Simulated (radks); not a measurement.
The lead ion Pb+, 81 electrons, occupied as [Hg] 6p1 (the NIST ground configuration).

Calculated with a radial shooting solver on a logarithmic mesh with Libxc functionals: scalar-relativistic Kohn-Sham, PBE, spin-unpolarised, spherical densities, point nucleus; hard spherical wall at 15 bohr.

Energy parts (hartree):
| part | energy |
|---|---|
| total | -20881.6663 |
| kinetic | 23610.9090 |
| electron-nucleus | -52123.1159 |
| Hartree | 8016.7305 |
| exchange-correlation | -386.1900 |

Orbitals (lengths in bohr, moments of r in powers of bohr; r(max) is where P^2 peaks):
[
 {"orbital": "1s", "occ.": "2", "eigenvalue (hartree)": "-3239.319", "r(max)": "0.009837"},
 {"orbital": "2s", "occ.": "2", "eigenvalue (hartree)": "-579.6123", "r(max)": "0.05713"},
 {"orbital": "2p", "occ.": "6", "eigenvalue (hartree)": "-497.1061", "r(max)": "0.04761"},
 {"orbital": "3s", "occ.": "2", "eigenvalue (hartree)": "-139.3526", "r(max)": "0.1611"},
 {"orbital": "3p", "occ.": "6", "eigenvalue (hartree)": "-115.7013", "r(max)": "0.1613"},
 {"orbital": "3d", "occ.": "10", "eigenvalue (hartree)": "-91.60801", "r(max)": "0.1314"},
 {"orbital": "4s", "occ.": "2", "eigenvalue (hartree)": "-31.76985", "r(max)": "0.3622"},
 {"orbital": "4p", "occ.": "6", "eigenvalue (hartree)": "-24.02086", "r(max)": "0.3824"},
 {"orbital": "4d", "occ.": "10", "eigenvalue (hartree)": "-15.05987", "r(max)": "0.3884"},
 {"orbital": "5s", "occ.": "2", "eigenvalue (hartree)": "-5.58083", "r(max)": "0.7888"},
 {"orbital": "4f", "occ.": "14", "eigenvalue (hartree)": "-5.16689", "r(max)": "0.3498"},
 {"orbital": "5p", "occ.": "6", "eigenvalue (hartree)": "-3.43752", "r(max)": "0.8819"},
 {"orbital": "5d", "occ.": "10", "eigenvalue (hartree)": "-1.06031", "r(max)": "1.072"},
 {"orbital": "6s", "occ.": "2", "eigenvalue (hartree)": "-0.70662", "r(max)": "1.944"},
 {"orbital": "6p", "occ.": "1", "eigenvalue (hartree)": "-0.36222", "r(max)": "2.519"},
 {"orbital": "7s", "occ.": "0", "eigenvalue (hartree)": "-0.16328", "r(max)": "5.291"},
 {"orbital": "6d", "occ.": "0", "eigenvalue (hartree)": "-0.10677", "r(max)": "4.892"},
 {"orbital": "5f", "occ.": "0", "eigenvalue (hartree)": "-0.02199", "r(max)": "8.037"}
]

The highest occupied level is 6p at -9.857 eV. The pressure on the wall is 4.96e-07 GPa.
